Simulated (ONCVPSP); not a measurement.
# How hard is this Rb ONCV potential?

* Element: rubidium (Rb)
* Generator: ONCVPSP 4.0.1
* Type: optimised norm-conserving Vanderbilt (ONCV)
* Functional: PBE
* Relativity: scalar-relativistic
* Frozen core: [Ar] 3d10
* Valence charge: 9
* Reference configuration: 4s2 4p6 5s1
* Partial waves: 4s+5s: rc 2.75 bohr, ncon 4, nbas 7, qcut 5.2 1/bohr, 2 projectors; 4p: rc 2.05 bohr, ncon 3, nbas 6, qcut 6.6 1/bohr, 2 projectors, debl 3.8 Ha; d scattering state at 0.46 Ha: rc 2.35 bohr, ncon 3, nbas 6, qcut 4.8 1/bohr, 2 projectors, debl 3 Ha
* Local potential: polynomial inside 1.65 bohr (lpopt 3, dvloc0 3 Ha)
* Core correction: none

Task: For each optimised wave give the share of its norm inside rc, the residual kinetic energy above qcut (Ha) and the cutoffs (Ha) for errors of 10, 1, 0.1 and 0.01 mHa per electron.

Result:

```
         wave  norm inside rc  residual KE  10 mHa  1 mHa  0.1 mHa  0.01 mHa
           4s           0.979      3.0e-08     2.4    5.4      8.2      10.0
           5s           0.066      2.7e-08     1.6    3.0      8.1      10.2
           4p           0.736      4.9e-07     4.8   10.4     15.1      17.9
p projector 2           0.123      6.4e-06     7.1   14.1     18.4      21.1
d projector 1           0.248      1.5e-05     5.8    8.2     10.1      12.4
d projector 2           0.172      2.4e-03     9.5   13.9     30.7      45.3
```

The occupied waves need 10 Ha and 15 Ha for 1 and 0.1 mHa.
